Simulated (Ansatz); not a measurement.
(MgO)3 ring (Mg₃O₃), 6 atoms. Hardware: 4 threads of Arm Neoverse V2 on a shared host.

How many basis functions does each of these Ansatz runs have, and roughly what does it cost? PBE0-D4/def2-TZVP, charge 0 singlet, energy, from earlier orbitals; PBE-D4/def2-TZVP, charge 0 triplet at the geometry of the charge 0 singlet, energy, from earlier orbitals; PBE0-D4/def2-TZVPD, charge -1 doublet at the geometry of the charge 0 singlet, energy, from earlier orbitals; B3LYP-D4/6-31G, charge 0 singlet, energy; PBE0-D4/def2-SVP, charge 0 singlet, energy, from earlier orbitals; PBE-D4/def2-TZVP, charge 1 doublet at the geometry of the charge 0 singlet, energy, from earlier orbitals; LDA (SPW92)/def2-TZVP, charge 0 singlet, energy, from earlier orbitals; PBE-D4/def2-TZVPD, charge -1 doublet at the geometry of the charge 0 singlet, energy, from earlier orbitals; PBE0-D4/def2-SVP, charge 1 doublet at the geometry of the charge 0 singlet, energy with a search over starts; PBE-D4/def2-TZVPD, charge 0 singlet, energy, from earlier orbitals; revPBE-D4/def2-TZVP, charge 0 singlet, energy, from earlier orbitals; HF/6-31G, charge 0 singlet, energy.

Other jobs shared the machine, so times can vary by a factor of up to 3. A dash marks memory too small to be measured apart from the calling script's.

```
                                                                                                         run  functions  fitting or Cholesky vectors  wall time  peak host memory (GiB)
                                                                          HF/6-31G, charge 0 singlet, energy         66                          645     0.25 s                       –
                                                                    B3LYP-D4/6-31G, charge 0 singlet, energy         66                          645     0.85 s                       –
                                      LDA (SPW92)/def2-TZVP, charge 0 singlet, energy, from earlier orbitals        189                         1317     0.85 s                       –
                                           PBE0-D4/def2-SVP, charge 0 singlet, energy, from earlier orbitals         96                          840      1.2 s                       –
                                        revPBE-D4/def2-TZVP, charge 0 singlet, energy, from earlier orbitals        189                         1317      1.4 s                       –
                                          PBE0-D4/def2-TZVP, charge 0 singlet, energy, from earlier orbitals        189                         1317        2 s                       –
                                          PBE-D4/def2-TZVPD, charge 0 singlet, energy, from earlier orbitals        225                         1476        2 s                       –
 PBE-D4/def2-TZVPD, charge -1 doublet at the geometry of the charge 0 singlet, energy, from earlier orbitals        225                         1476      3.9 s                       –
   PBE-D4/def2-TZVP, charge 1 doublet at the geometry of the charge 0 singlet, energy, from earlier orbitals        189                         1317      7.5 s                       –
PBE0-D4/def2-TZVPD, charge -1 doublet at the geometry of the charge 0 singlet, energy, from earlier orbitals        225                         1476      7.5 s                    0.92
   PBE-D4/def2-TZVP, charge 0 triplet at the geometry of the charge 0 singlet, energy, from earlier orbitals        189                         1317       15 s                       –
PBE0-D4/def2-SVP, charge 1 doublet at the geometry of the charge 0 singlet, energy with a search over starts         96                          840       31 s                       –
```
